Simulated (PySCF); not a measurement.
# Radial density of Xe²⁺ (xenon, charge +2)

B2PLYP, [Kr] 4d10 5s1 5p5, high-spin 3P determinant (an excited configuration). Calculation: PySCF 2.14, in aug-cc-pVTZ-PP with ECP28MDF (6s5p4d2f, 55 functions); a scalar-relativistic core potential. This is the valence pseudo-density: the core potential removes the inner electrons and smooths the orbitals near the nucleus.

| r (bohr) | 4πr²ρ (e/bohr) | 4πr²(ρα − ρβ) |
| --- | --- | --- |
| 0.00118 | 1.427e-05 | 0.0000 |
| 0.00199 | 4.000e-05 | 0.0000 |
| 0.00335 | 0.0001103 | 0.0000 |
| 0.00564 | 0.0002914 | 0.0000 |
| 0.00948 | 0.0006953 | 0.0001 |
| 0.0159 | 0.001400 | 0.0002 |
| 0.0268 | 0.002403 | 0.0003 |
| 0.0451 | 0.003295 | 0.0004 |
| 0.0759 | 0.005995 | 0.0004 |
| 0.128 | 0.03369 | 0.0006 |
| 0.215 | 0.3796 | 0.0050 |
| 0.361 | 5.250 | 0.1025 |
| 0.607 | 27.35 | 0.3379 |
| 1.02 | 15.10 | 0.1803 |
| 1.72 | 4.840 | 1.4844 |
| 2.89 | 1.272 | 0.3011 |
| 4.86 | 0.02727 | -0.0003 |
| 8.18 | 4.425e-05 | 0.0000 |

Energies and moments cover only the electrons outside the core potential.
